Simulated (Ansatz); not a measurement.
Molecule: sum formula H$_{5}$SiNO$_{3}$, charge 0, multiplicity 1. 
Coordinates optimised at B3LYP-D3(BJ)/def2-TZVP (Ansatz, a program for electronic structure):
SMILES: N[Si](O)(O)O
```xyz
10

N     -0.1832    -0.0680    -1.6785
Si    -0.0106    -0.0090     0.0175
O     -1.1223    -0.9063     0.8086
O     -0.2249     1.5439     0.5139
O      1.4594    -0.6274     0.4180
H     -0.9703     0.3911    -2.1107
H      0.0460    -0.9191    -2.1686
H     -1.0865    -0.9209     1.7683
H      0.3112     2.2244     0.1009
H      2.2339    -0.2542    -0.0086
```

Quantity: atomisation energy (electronic, to ground-state atoms), in kcal/mol. Cores are frozen in the correlated levels unless marked. UHF or UKS for open shells. No spin-orbit coupling. No relativistic terms. The coupled-cluster limit lacks core correlation, which all-electron functionals hold. CBS(X,Y): correlation extrapolated as X^-3; Hartree-Fock from the larger set.

| level | program | atomisation energy (kcal/mol) |
|---|---|---|
| r2SCAN/def2-TZVPD | Ansatz | 945.3 |
| B97M-V/def2-TZVPD | Ansatz | 945.6 |
| LC-wPBE/def2-TZVPD | Ansatz | ___ |
| CCSD(T) with core electrons (1s frozen past Ne)/cc-pwCVTZ | Ansatz | ___ |
| CCSD(T)/CBS(aug-cc-pV(T+d)Z,aug-cc-pV(Q+d)Z) | Ansatz | 958.6 |

Complete the blanks.


- LC-wPBE/def2-TZVPD, atomisation energy (kcal/mol): 942.2
- CCSD(T) with core electrons (1s frozen past Ne)/cc-pwCVTZ, atomisation energy (kcal/mol): 927.6
